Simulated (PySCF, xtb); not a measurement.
C2H8N2OSi, SMILES C/C=N\[Si@H](N)O. Other conformers were not sampled.

Harmonic wavenumbers (cm⁻¹) from GFN2-xTB (xtb) at its own minimum, in rising order: 35, 110, 148, 167, 188, 204, 262, 292, 368, 536, 617, 695, 708, 726, 791, 815, 840, 890, 926, 979, 1015, 1104, 1341, 1373, 1459, 1461, 1542, 1792, 2217, 2889, 3008, 3019, 3068, 3473, 3517, 3700.

Q: What does PBE0-D3(BJ)/def2-SVP run with PySCF give at its own minimum? (Estimate from the structure and the level; the computed values follow.)

A: 37, 74, 135, 150, 183, 207, 297, 342, 372, 452, 528, 671, 749, 797, 810, 843, 879, 912, 949, 968, 1091, 1123, 1364, 1414, 1441, 1446, 1534, 1830, 2203, 3001, 3050, 3134, 3180, 3620, 3726, 3932. Paired by order, the mean absolute difference is 51 cm⁻¹ and the zero-point energies are 66.2 and 67.8 kcal/mol.
